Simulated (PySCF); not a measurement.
## Electric field gradients and quadrupole coupling constants

Species: C₆H₁₀O₂Si₂.
SMILES with atom numbers: `[O:1]=[CH:2][CH2:3][C:4](=[O:5])[Si@H:6]1[CH:7]=[CH:8][CH2:9][SiH2:10]1` (hydrogens: H11 on C2; H12, H13 on C3; H14 on Si6; H15 on C7; H16 on C8; H17, H18 on C9; H19, H20 on Si10)

Cartesian coordinates in Å at the GFN2-xTB level; atoms count from 1:
```xyz
20
C6H10O2Si2 angstrom
O      2.054    1.591   -0.078
C      2.921    0.802    0.213
C      2.858   -0.636   -0.137
C      1.410   -1.097    0.106
O      1.187   -2.051    0.804
Si     0.071    0.012   -0.708
C     -1.420   -1.123   -0.961
C     -2.569   -0.793   -0.382
C     -2.765    0.428    0.464
Si    -1.127    1.405    0.687
H      3.793    1.121    0.810
H      3.015   -0.754   -1.211
H      3.584   -1.236    0.412
H      0.618    0.384   -2.023
H     -1.373   -2.026   -1.554
H     -3.452   -1.414   -0.500
H     -3.536    1.047   -0.002
H     -3.183    0.119    1.425
H     -1.318    2.787    0.240
H     -0.774    1.446    2.113
```

Field gradients from the PBE0/pcSseg-1 density (PySCF, non-relativistic), principal values in atomic units, ordered |Vxx| ≤ |Vyy| ≤ |Vzz|:

| atom | Vxx | Vyy | Vzz |
| --- | --- | --- | --- |
| O1 | 0.4814 | 1.4182 | -1.8996 |
| O5 | 0.3890 | 1.6033 | -1.9923 |

Question: Find the asymmetry η = (Vxx − Vyy)/Vzz and the couplings χ = eQV/h (234.96 MHz × Q in barn × V in au), with Q(17O) = −0.0256 b.

Answer: 
```csv
atom,environment,nucleus,η,χzz (MHz),χxx (MHz),χyy (MHz)
O1,aldehyde oxygen,17O,0.49,11.43,-2.90,-8.53
O5,carbonyl oxygen,17O,0.61,11.98,-2.34,-9.64
```

Question: What is Vzz at O5 in SI units (1 au = 9.71736 × 10²¹ V/m²)?

Answer: -1.9923 au = -19.360 × 10²¹ V/m².

Question: And the gradient at the other heavy atoms, for which no coupling is worked out here?

Answer: 
```tsv
atom	environment	Vzz (au)	η
C2	aldehyde carbon	0.582	0.09
C3	sp3 carbon next to a carbonyl	-0.040	0.98
C4	carbonyl carbon	0.559	0.43
Si6	SiH silicon	-0.288	0.32
C7	alkene CH carbon	0.318	0.36
C8	alkene CH carbon	0.371	0.54
C9	sp3 carbon bound to silicon	-0.063	0.74
Si10	SiH2 silicon	0.192	0.34
```

Question: What couplings would deuterons (Q(2H) = 0.00286 b) have in place of the hydrogens, at this geometry?

Answer: 
```tsv
atom	bonded to	bond length (Å)	Vzz (au)	η	χzz (kHz)
H11	C2	1.103	0.2752	0.01	185
H12	C3	1.091	0.3052	0.01	205
H13	C3	1.090	0.3023	0.04	203
H14	Si6	1.471	0.1599	0.05	107
H15	C7	1.081	0.3348	0.03	225
H16	C8	1.086	0.3177	0.04	213
H17	C9	1.093	0.3099	0.02	208
H18	C9	1.092	0.3105	0.03	209
H19	Si10	1.465	0.1641	0.02	110
H20	Si10	1.469	0.1612	0.01	108
```

Isolated species at its GFN2-xTB geometry (one conformer only). GFN2-xTB bond lengths can be off by several hundredths of an ångström, more for odd bonds, and the gradients follow them. These gradients aren't converged with respect to the basis.

The run behind these numbers computed NMR shieldings as well. On one thread of an Arm Neoverse V2 (shared host), this took 64 s wall (grids of density and orbitals included) and 1.0 GiB of memory at its peak.
